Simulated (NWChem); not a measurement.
Species: CH2F4Si; SMILES FC[Si](F)(F)F

```xyz
8

F     -0.2594     2.2657     0.0000
C      0.7641     1.3173     0.0000
Si     0.0145    -0.4021     0.0000
F     -0.8877    -0.6482     1.2885
F     -0.8877    -0.6482    -1.2885
F      1.1910    -1.4802     0.0000
H      1.3941     1.4711     0.8859
H      1.3941     1.4711    -0.8859
```
Atoms are numbered in this order, from 1.

All runs: NWChem. Pople sets run with spherical d functions. STO-3G and 3-21G are far too small for this property and stand as cheap habits. Coordinates come from a B3LYP/6-31G* (spherical d) optimisation. Field at 589 nm.

Q: Among these, which level gives the highest value of “anisotropy (bohr³)”?
A. B3LYP/STO-3G
B. B3LYP/def2-SVP
C. B3LYP/6-31G*
D. B3LYP/def2-SVPD

A: D, B3LYP/def2-SVPD. Values: B3LYP/STO-3G 2.5; B3LYP/def2-SVP 2.5; B3LYP/6-31G* 2.9; B3LYP/def2-SVPD 4.4
